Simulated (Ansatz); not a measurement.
The same path of a periodic cell of 17 atoms, Li$_{16}$B (host Li, host structure bcc, interstitial B) was run twice with different band settings. Lost on the way: Li5–Li11, Li8–Li14. Made: Li5–Li10, Li8–Li13.

Method: DFT PBE, scalar-relativistic, plane waves, PAW in Ansatz. Settings: cutoff 420 eV, k mesh 3x3x3, fermi-dirac smearing 0.15 eV, no spin polarisation.

Relaxed end points:

```xyz
17
Lattice="6.9800 0.0000 0.0000 0.0000 6.9800 0.0000 0.0000 0.0000 6.9800" Properties=species:S:1:pos:R:3
Li -0.003 0.310 0.530
Li 3.488 0.189 -0.280
Li -0.003 3.178 0.529
Li -0.002 -0.296 3.392
Li 2.037 1.744 1.847
Li 3.488 3.299 -0.280
Li 3.488 -0.198 3.636
Li 4.938 1.744 1.847
Li -0.002 3.783 3.392
Li 1.939 5.234 1.603
Li 1.432 1.744 4.710
Li 3.488 3.685 3.636
Li 5.036 5.234 1.603
Li 5.544 1.744 4.709
Li 1.553 5.234 5.519
Li 5.423 5.234 5.520
B -0.003 1.743 2.619
```

```xyz
17
Lattice="6.9800 0.0000 0.0000 0.0000 6.9800 0.0000 0.0000 0.0000 6.9800" Properties=species:S:1:pos:R:3
Li 0.001 0.529 0.311
Li 3.491 -0.281 0.189
Li 0.001 3.391 -0.296
Li 0.001 0.528 3.178
Li 2.041 1.847 1.744
Li 3.491 3.636 -0.197
Li 3.491 -0.281 3.300
Li 4.941 1.848 1.744
Li 0.001 3.391 3.784
Li 1.435 4.710 1.744
Li 1.942 1.603 5.234
Li 3.491 3.636 3.686
Li 5.547 4.710 1.744
Li 5.040 1.603 5.234
Li 1.556 5.519 5.234
Li 5.426 5.519 5.234
B 0.001 2.619 1.744
```

Common settings: climbing image yes; spring 5.0 eV/Å²; optimiser quadratic models (default); force threshold 0.05 eV/Å; end points relaxed.

| run | movable images | start path | iteration limit |
| --- | --- | --- | --- |
| 1 | 5 | IDPP | 62 |
| 2 | 3 | default | 10 |

What does each run give, and how far can it be trusted?

Run 1: converged after 6 iterations, highest image 0.126 eV above the first end. By the program's own check the climbing image is of a kind that is not told: the force calls were inconclusive, a negative curvature could not be distinguished from the path's own, the only one lies far off the path, or fixed occupations may fill a level only in part (lowest curvatures found: -0.28 and -0.09 eV/Å²).
Run 2: converged after 7 iterations, highest image 0.126 eV above the first end. The order of the point at the top wasn't checked.
Limits of this set-up: coarse k mesh, odd electron count without spin, a small cell, in which the defect meets its images, a typed lattice constant that wasn't relaxed here.
